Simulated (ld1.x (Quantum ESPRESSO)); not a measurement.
# Before and after: TM potential for vanadium (V)

* Element: vanadium (V)
* Generator: ld1.x (Quantum ESPRESSO) 7.5
* Type: norm-conserving Troullier–Martins (Kleinman–Bylander form)
* Functional: LDA (PZ)
* Relativity: scalar-relativistic
* Frozen core: [Ne] 3s2
* Valence charge: 11
* Reference configuration: 3p6 3d4 4s1 4p0
* Partial waves: 4s (bound): rc 2.90 bohr; 3p (bound): rc 1.35 bohr; 3d (bound): rc 1.70 bohr
* Local potential: all-electron potential smoothed inside 2.35 bohr (lloc = -1)
* Core correction: Bessel-smoothed model core, default radius (core density twice the valence density)

Change: wave 3p (bound): rc 1.35 bohr becomes 3p (bound): rc 0.88 bohr.

Cutoffs: the cutoffs (Ry, on a coarse ladder) from which the occupation-weighted sum of valence levels, in a spherical-Bessel basis at the reference potential, stays within 10 and 1 mRy of its value at 400 Ry; they do not see the model core or the augmentation charge, which bear on the density cutoff. Errors are all-electron minus pseudo energies relative to the spin-unpolarised reference configuration.

How do hardness, ghosts and transferability respond?

The potential gets harder (70 Ry and 100 Ry → 100 Ry and 180 Ry); the errors of the 9 common tests hardly move; neither file shows a bound ghost. A smaller radius makes the pseudo-wave follow the all-electron one further in, where it bends more sharply, so more plane waves are needed.

| quantity | base | changed |
| --- | --- | --- |
| cutoff, loose | 70 Ry | 100 Ry |
| cutoff, tight | 100 Ry | 180 Ry |
| loose cutoff by channel (10 mRy a level) | s 6 Ry, p 40 Ry, d 70 Ry | s 6 Ry, p 60 Ry, d 70 Ry |
| bound ghosts | none | none |
| error for 3p6 3d3 4s2 4p0, meV [ΔE -0.54 eV] | -31 | -32 |
| error for 3p6 3d3 4s1 4p0, meV [ΔE 7.40 eV] | +4.2 | +4.0 |
| error for 3p6 3d3 4s0 4p0, meV [ΔE 21.95 eV] | -22 | -22 |
| error for 3p6 3d4 4s0 4p0, meV [ΔE 6.84 eV] | -12 | -12 |
| error for 3p6 3d3 4s1.5 4p0, meV [ΔE 2.64 eV] | -13 | -13 |
| error for 3p6 3d3 4s0 4p2, meV [ΔE 6.46 eV] | -398 | -401 |
| error for 3p6 3d2 4s2 4p1, meV [ΔE 5.37 eV] | -159 | -162 |
| error for 3p6 3d4 4s1 4p0 (spin-polarised), meV [ΔE -3.13 eV] | +121 | +116 |
| error for 3p6 3d3 4s2 4p0 (spin-polarised), meV [ΔE -2.17 eV] | +63 | +58 |
| s: phases at 3.15 bohr within 0.05 rad from the reference energy up to (Ry; the scan ends near 5) | 0.6 | 0.6 |
| p: phases at 3.15 bohr within 0.05 rad from the reference energy up to (Ry; the scan ends near 5) | -0.2 | -0.2 |
| d: phases at 3.15 bohr within 0.05 rad from the reference energy up to (Ry; the scan ends near 5) | 0.8 | 0.8 |
